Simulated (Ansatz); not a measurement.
Problem. Name a neutral molecule of C, N, Si and H with size of the dipole moment (B3LYP/def2-TZVPP) between 0.40 and 0.70 D and HOMO energy (PBE0/def2-TZVPP) between -6.25 and -5.95 eV (Ansatz, PBE0-D4/def2-TZVP geometry).

Solution. `C=C[Si](N)(C=C)N(C)C` (0.57 D, -6.11 eV). Other molecules can fit too; these were computed, each in one conformer that needn't be the lowest.

B3LYP here is the variant with VWN-RPA as its local correlation; programs differ in this.
